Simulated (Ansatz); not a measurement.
Cartesian coordinates (Å):
```xyz
9

Si    -1.5251     0.0880    -0.3458
O      0.0605    -0.3108    -0.4048
Si     1.5345    -0.1361     0.2831
H     -1.6889     1.5604    -0.4542
H     -2.2118    -0.5730    -1.4795
H     -2.1225    -0.3707     0.9345
H      1.9424     1.2921     0.2675
H      2.5067    -0.9390    -0.4939
H      1.5049    -0.6138     1.6894
```
Charge 0, multiplicity 1.

These are Ansatz (a program for electronic structure) with frozen-core CCSD(T)/cc-pVTZ // r2SCAN-D4/def2-TZVP values and carry that method's errors.

```yaml
HF energy: -656.36392 Ha
MP2 correlation energy: -0.49084 Ha
```

Question: Estimate the CCSD correlation energy, the (T) correction, the total energy and the T1 diagnostic.

Answer: 
The CCSD correlation energy is -0.53396 Ha, the (T) correction is -0.01638 Ha and the CCSD(T) total energy is -656.91426 Ha. The T1 diagnostic comes out as 0.011.
